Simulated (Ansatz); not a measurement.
Ansatz (a first-principles code) input (CCSD(T)/6-31G*):

Ansatz 0.2 input:
```yaml
crystal:
  periodic: [false, false, false]
  atoms:
    - {symbol: C, position_ang: [-0.55248586, 1.40040833, -0.53782509]}
    - {symbol: C, position_ang: [-0.40434339, -0.11930474, -0.32460386]}
    - {symbol: C, position_ang: [-1.71299460, -0.72503629, 0.18494553]}
    - {symbol: C, position_ang: [0.72791941, -0.45537738, 0.59088577]}
    - {symbol: N, position_ang: [2.02834454, -0.20231928, 0.14592625]}
    - {symbol: H, position_ang: [0.38387242, 1.83811911, -0.88521767]}
    - {symbol: H, position_ang: [-0.82380145, 1.89040471, 0.40055380]}
    - {symbol: H, position_ang: [-1.33149782, 1.61966513, -1.27283730]}
    - {symbol: H, position_ang: [-0.18544736, -0.56381516, -1.30672648]}
    - {symbol: H, position_ang: [-1.63735214, -1.80937614, 0.27681394]}
    - {symbol: H, position_ang: [-2.54077600, -0.49205554, -0.48758116]}
    - {symbol: H, position_ang: [-1.96270101, -0.32111035, 1.16985199]}
    - {symbol: H, position_ang: [0.58287662, -0.34778507, 1.66049038]}
    - {symbol: H, position_ang: [2.20603127, -0.47038234, -0.81294626]}
    - {symbol: H, position_ang: [2.76181029, -0.53156906, 0.75570083]}
basis:
  gaussian:
    orbitals: 6-31G*
magnetization: {spin_polarized: true, initial_magnetization: 1}
correlation: {method: ccsd_t, electrons: outside_noble_gas}
```

End of the output:

```
reference -5760.52775417 eV, -211.6954903397 hartree; 16, 15 occupied and 74, 75 virtual orbitals, 1036 factors
second order -18.18881736 eV of doubles, -0.00000000 eV of singles
coupled cluster: 1.79 GiB planned
cycle   1  -19.21263791 eV  change    -1.0e0 eV  update   9.2e-2
cycle   2  -19.76562623 eV  change   -5.5e-1 eV  update   2.8e-2
cycle   3  -19.86351986 eV  change   -9.8e-2 eV  update   1.4e-2
cycle   4  -19.86543921 eV  change   -1.9e-3 eV  update   5.5e-3
cycle   5  -19.86528354 eV  change    1.6e-4 eV  update   2.6e-3
cycle   6  -19.86493370 eV  change    3.5e-4 eV  update   9.0e-4
cycle   7  -19.86478476 eV  change    1.5e-4 eV  update   2.7e-4
cycle   8  -19.86480906 eV  change   -2.4e-5 eV  update   1.2e-4
cycle   9  -19.86480010 eV  change    9.0e-6 eV  update   4.5e-5
cycle  10  -19.86479434 eV  change    5.8e-6 eV  update   1.9e-5
perturbative correction -0.55253281 eV, -0.0203052063 hartree
Total energy: -5780.94508132 eV, -212.4458132733 hartree
```

It need not be the lowest isomer of its formula.
